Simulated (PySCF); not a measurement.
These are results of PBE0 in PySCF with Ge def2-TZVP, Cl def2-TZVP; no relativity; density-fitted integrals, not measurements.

Each entry is the lowest minimum that a search over a few typed start shapes (and spin states, where more than one is plausible) found, or that minimum re-optimised at the stated level; isomers with ligand–ligand bonds, or fragments after loss of a ligand pair, can lie lower. Open shells are unrestricted.

GeCl₃ is a doublet of C3v symmetry with Ge–Cl 2.149 Å (×3); Cl–Ge–Cl 108.7° (×3). Its wavenumbers are 130 (×2), 166, 389, 428 (×2) cm⁻¹.

Q: What changes when one electron is removed, giving GeCl₃⁺?

A: It costs 8.43 eV between the minima (8.45 eV with zero-point energy). GeCl₃⁺ is a singlet of D3h symmetry with Ge–Cl 2.045 Å (×3); Cl–Ge–Cl 120.0° (×3); wavenumbers 145 (×2), 150, 437, 549 (×2) cm⁻¹.
